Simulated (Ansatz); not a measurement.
Cost and result up the ladder for B₇P₇ (14 atoms). The state is a singlet with charge 0. Geometry: PBE-D4/def2-SVP.

Cartesian coordinates in Å:
```
B 1.689 1.280 -0.318
P 1.362 2.657 -1.418
B 0.800 -1.104 1.294
P 2.447 -0.257 0.571
B 0.499 0.515 0.783
B 0.053 1.731 -0.438
P 1.391 0.286 2.532
B -0.541 -1.878 -0.771
P -0.366 -2.627 0.972
P -0.633 -1.244 -2.459
B -1.488 -0.320 -1.085
P -1.845 1.651 -0.871
B -0.823 -0.736 0.688
P -2.543 0.045 0.520
```

Ansatz; hardware A = 2 threads of AMD EPYC 7R13 on a shared host and a share (18 GiB) of an NVIDIA H100 80GB HBM3; B = 2 threads of AMD EPYC 7R13 on a shared host. Times are rough, and most runs start from the orbitals of an earlier one. ωB97X-V/def2-TZVP serves as the yardstick here, not as an exact answer. Differences are given only for rows in sets of like size (and for xTB, whose basis is part of the method), since another set adds its own error. Binding counts from free atoms at the same level (B doublet, P quartet; other spins of the atoms weren't run), without zero-point energy or a counterpoise term.

LC-ωPBE has ω = 0.4 bohr⁻¹. Correlated methods freeze 42 core orbitals. Single mean-field runs in def2-TZVP are fitted with def2-universal-jkfit.

Correlated methods converge slowly with the basis.

```json
{"level": "MP2/def2-TZVP [A]", "functions": "476", "wall time": "3.6 s", "binding energy per atom (eV)": "4.26", "difference from ωB97X-V/def2-TZVP (eV)": "0.03", "remarks": "restricted SCF unstable in HF"}
{"level": "PBE0-D4/def2-TZVP [A]", "functions": "476", "wall time": "3.9 s", "binding energy per atom (eV)": "4.38", "difference from ωB97X-V/def2-TZVP (eV)": "0.15", "remarks": "–"}
{"level": "PBE-D4/def2-TZVP (with forces) [A]", "functions": "476", "wall time": "4.3 s", "binding energy per atom (eV)": "4.54", "difference from ωB97X-V/def2-TZVP (eV)": "0.31", "remarks": "–"}
{"level": "r2SCAN-D4/def2-TZVP [A]", "functions": "476", "wall time": "4.6 s", "binding energy per atom (eV)": "4.34", "difference from ωB97X-V/def2-TZVP (eV)": "0.11", "remarks": "–"}
{"level": "r2SCANh-D4/def2-TZVP [A]", "functions": "476", "wall time": "4.9 s", "binding energy per atom (eV)": "4.28", "difference from ωB97X-V/def2-TZVP (eV)": "0.05", "remarks": "–"}
{"level": "RPA@PBE/def2-TZVP [A]", "functions": "476", "wall time": "5 s", "binding energy per atom (eV)": "3.74", "difference from ωB97X-V/def2-TZVP (eV)": "-0.49", "remarks": "–"}
{"level": "LC-ωPBE/def2-TZVP (with forces) [A]", "functions": "476", "wall time": "7 s", "binding energy per atom (eV)": "4.15", "difference from ωB97X-V/def2-TZVP (eV)": "-0.08", "remarks": "–"}
{"level": "ωB97X-V/def2-TZVP [A]", "functions": "476", "wall time": "7 s", "binding energy per atom (eV)": "4.23", "difference from ωB97X-V/def2-TZVP (eV)": "0.00", "remarks": "–"}
{"level": "PBE-D4/def2-SVP [B]", "functions": "224", "wall time": "7.5 s", "binding energy per atom (eV)": "4.58", "difference from ωB97X-V/def2-TZVP (eV)": "–", "remarks": "–"}
{"level": "PBE0-D4/def2-SVP [B]", "functions": "224", "wall time": "13 s", "binding energy per atom (eV)": "4.41", "difference from ωB97X-V/def2-TZVP (eV)": "–", "remarks": "–"}
{"level": "CCSD(T)/def2-TZVPP [A]", "functions": "511", "wall time": "2.7 min", "binding energy per atom (eV)": "3.94", "difference from ωB97X-V/def2-TZVP (eV)": "-0.30", "remarks": "large T1 (0.020), restricted SCF unstable"}
```
